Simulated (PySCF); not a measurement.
Computed IR spectrum (relative IR intensity) of a molecule C4H5BFN. Geometry optimised at PBE-D3(BJ)/def2-SVP. Other conformers were not sampled. Method: PBE-D3(BJ)/def2-SVP in PySCF 2.14.0. No scaling factor is applied to the harmonic values.

```csv
ν (cm⁻¹),relative intensity
216,4.5
247,4.2
368,5.0
520,8.2
626,15
667,24
737,16
784,10
912,7.6
983,43
1108,51
1111,100
1321,35
1340,88
1346,42
1389,3.8
1407,38
1657,31
2110,83
2865,35
2890,41
3007,10
3026,3.2
3391,29
```

Problem. Pick the molecule that these values belong to.
A) C#C/C=N/B(C)F
B) FB1C=CCN=C1
C) C=C1C=NB(F)C1
D) C#CB(F)/C=N/C

Solution. D, C#CB(F)/C=N/C
